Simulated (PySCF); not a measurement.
1,3-dichlorobuta-1,2-diene (C₄H₄Cl₂), SMILES ClC=C=C(Cl)C.

Geometry: B3LYP-D3(BJ)/def2-SVP.

Computed with PySCF with PBE/def2-TZVP.

Isolated molecule, no solvent.

Computed frontier levels, gap, dipole moment and polarisability:
| Item | Value |
|---|---|
| highest occupied level | -6.43 eV |
| lowest empty level | -1.93 eV |
| orbital gap | 4.50 eV |
| dipole moment | 1.91 D |
| quadrupole, principal values (traceless, Buckingham form, about the centre of nuclear charge) | -5.82, 1.02, 4.80 D·Å |
| mean static polarisability | 81.7 bohr³ (12.10 Å³) |
| polarisability, principal values | 54.9, 63.8, 126.3 bohr³ |
